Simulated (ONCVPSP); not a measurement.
N (Z = 7): ONCV pseudisation with PBEsol, fully relativistic reference atom.

| Property | Result |
| --- | --- |
| Element | nitrogen (N) |
| Generator | ONCVPSP 4.0.1 |
| Type | optimised norm-conserving Vanderbilt (ONCV) |
| Functional | PBEsol |
| Relativity | fully relativistic |
| Frozen core | [He] |
| Valence charge | 5 |
| Reference configuration | 2s2 2p3 |
| Partial waves | 2s: rc 1.15 bohr, ncon 5, nbas 9, qcut 7 1/bohr, 2 projectors, debl 1.5 Ha; 2p: rc 1.55 bohr, ncon 5, nbas 8, qcut 8.3 1/bohr, 2 projectors, debl 3.4 Ha |
| Local potential | polynomial inside 0.95 bohr (lpopt 5, dvloc0 0 Ha) |
| Core correction | Teter function, fcfact 2.25, rcfact 1.55 |

Open shells are filled in proportion to 2j + 1.

All-electron outer shells of the reference configuration (PBEsol, scalar-relativistic, ld1.x):

| shell | level (eV) | outermost node (bohr) | outermost maximum (bohr) |
| --- | --- | --- | --- |
| 1s | -383.09 | – | 0.15 |
| 2s | -18.46 | 0.32 | 1.02 |
| 2p | -7.04 | – | 0.98 |

Problem. Estimate the cutoffs (Ha) at which the residual kinetic energy of the hardest occupied pseudo-wave falls to 1 and 0.1 mHa per electron.

Solution. 27 Ha and 131 Ha.

Problem. Does the potential have ghost states?

Solution. No bound ghost flagged; no localised positive-energy state flagged.

Problem. Tests: 2s2 2p2; 2s2 2p1; 2s2 2p0; 2s1 2p3. Which has the largest error in its energy relative to the reference configuration, and how large is it?

Solution. 2s2 2p0, with +457 meV (all-electron minus pseudo) on +89.14 eV.
